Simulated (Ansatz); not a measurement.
This singlet lies 2.24 eV below the relaxed triplet at the level frozen-core CCSD(T)/cc-pVTZ // PBE0-D3(BJ)/def2-TZVP (Ansatz, a quantum-chemistry and plane-wave program).

Level of theory: PBE0-D3(BJ)/def2-TZVP in Ansatz. No frequencies were computed at this level.

Ansatz 0.2 input:
```yaml
crystal:
  periodic: [false, false, false]
  atoms:
    - { symbol: N, position_ang: [2.483142, -0.623333, 0.473401] }
    - { symbol: C, position_ang: [1.575434, 0.051622, 0.260854] }
    - { symbol: Ge, position_ang: [0.087134, 1.342468, -0.094587] }
    - { symbol: N, position_ang: [-1.113233, 0.018577, -0.298437] }
    - { symbol: H, position_ang: [-0.945671, -0.974835, -0.228451] }
    - { symbol: H, position_ang: [-2.086805, 0.185499, -0.50734] }
basis:
  gaussian: { orbitals: def2-tzvp }
hamiltonian:
  xc: pbe0
  dispersion: d3bj
relax:
  max_steps: 150
```

Output:

```
Functional definition: PBE0
979 factors; their error is unknown
mean field evaluation 1: about -60546.0021 eV, gradient 7.4e1 eV
mean field evaluation 2: about -60512.6800 eV, gradient 1.3e2 eV
mean field evaluation 4: about -60556.6498 eV, gradient 9.5e0 eV
mean field evaluation 8: about -60556.8565 eV, gradient 8.7e-2 eV
mean field evaluation 16: about -60557.1379 eV, gradient 6.1e-5 eV
mean field -60557.13786234 eV, -2225.4337693387 hartree, gradient 6.1e-5 eV, S^2 0.000000; 0 other end points of the search recorded, 0 dependent functions left out
reference -60557.13788539 eV, -2225.4337701856 hartree; 27, 27 occupied and 126, 126 virtual orbitals, 979 factors
relax step   1: F+E_penalty+E_count = -60557.24839523 eV  Δ(F+E_penalty+E_count) = +0.000e0 eV  max|allowed force component| = 4.438e-1 eV/Å  Δτ_max = 0.0000 Å  (28 SCF iters, accepted)
these checks for a lower state are left out or cut short: starts, cluster_reference, orbital_swaps, neighbouring_geometries, increment
979 factors; their error is unknown
mean field -60557.14401931 eV, -2225.4339956030 hartree, gradient 2.5e-5 eV, S^2 0.000000; 0 other end points of the search recorded, 0 dependent functions left out
reference -60557.14404235 eV, -2225.4339964497 hartree; 27, 27 occupied and 126, 126 virtual orbitals, 979 factors
relax step   2: F+E_penalty+E_count = -60557.25458566 eV  Δ(F+E_penalty+E_count) = -6.190e-3 eV  max|allowed force component| = 2.483e-1 eV/Å  Δτ_max = 0.0090 Å  (35 SCF iters, accepted)
these checks for a lower state are left out or cut short: starts, cluster_reference, orbital_swaps, neighbouring_geometries, increment
979 factors; their error is unknown
mean field -60557.14688080 eV, -2225.4341007611 hartree, gradient 2.5e-5 eV, S^2 0.000000; 0 other end points of the search recorded, 0 dependent functions left out
reference -60557.14690382 eV, -2225.4341016069 hartree; 27, 27 occupied and 126, 126 virtual orbitals, 979 factors
relax step   3: F+E_penalty+E_count = -60557.25738100 eV  Δ(F+E_penalty+E_count) = -2.795e-3 eV  max|allowed force component| = 2.848e-2 eV/Å  Δτ_max = 0.0149 Å  (34 SCF iters, accepted)
these checks for a lower state are left out or cut short: starts, cluster_reference, orbital_swaps, neighbouring_geometries, increment
979 factors; their error is unknown
mean field evaluation 32: about -60556.8643 eV, gradient 1.8e-3 eV
mean field -60557.14655245 eV, -2225.4340886942 hartree, gradient 2.5e-5 eV, S^2 0.000000; 0 other end points of the search recorded, 0 dependent functions left out
reference -60557.14657545 eV, -2225.4340895396 hartree; 27, 27 occupied and 126, 126 virtual orbitals, 979 factors
relax step   4: F+E_penalty+E_count = -60557.25723337 eV  Δ(F+E_penalty+E_count) = +1.476e-4 eV  max|allowed force component| = 3.146e-2 eV/Å  Δτ_max = 0.0120 Å  (34 SCF iters, rejected (line search))
these checks for a lower state are left out or cut short: starts, cluster_reference, orbital_swaps, neighbouring_geometries, increment
979 factors; their error is unknown
mean field -60557.14702311 eV, -2225.4341059908 hartree, gradient 2.5e-5 eV, S^2 0.000000; 0 other end points of the search recorded, 0 dependent functions left out
reference -60557.14704613 eV, -2225.4341068368 hartree; 27, 27 occupied and 126, 126 virtual orbitals, 979 factors
relax step   5: F+E_penalty+E_count = -60557.25750953 eV  Δ(F+E_penalty+E_count) = -1.285e-4 eV  max|allowed force component| = 9.188e-3 eV/Å  Δτ_max = 0.0060 Å  (34 SCF iters, accepted)
979 factors; their error is unknown
mean field evaluation 64: about -60557.1470 eV, gradient 3.7e-3 eV
mean field -60557.14702311 eV, -2225.4341059908 hartree, gradient 2.5e-5 eV, S^2 0.000000; 1 other end points of the search recorded, 0 dependent functions left out
reference -60557.14704613 eV, -2225.4341068368 hartree; 27, 27 occupied and 126, 126 virtual orbitals, 979 factors
Total energy: -60557.25753255 eV, -2225.4381671379 hartree
Atom 0 at     2.496045    -0.612092     0.475641 Å, force    -0.009005     0.005789    -0.001784 eV/Å
Atom 1 at     1.568620     0.041716     0.259879 Å, force     0.001619    -0.001402    -0.000013 eV/Å
Atom 2 at     0.086229     1.332514    -0.094474 Å, force     0.004686    -0.009188     0.001310 eV/Å
Atom 3 at    -1.125405     0.008315    -0.300652 Å, force     0.007381     0.003274     0.001741 eV/Å
Atom 4 at    -0.934700    -0.978861    -0.226011 Å, force     0.003681     0.001695     0.000518 eV/Å
Atom 5 at    -2.090789     0.208406    -0.508944 Å, force    -0.008361    -0.000168    -0.001771 eV/Å
Dipole moment:    -0.900117     0.237175    -0.195731 e Å
```

Cost: roughly 19 core-seconds.
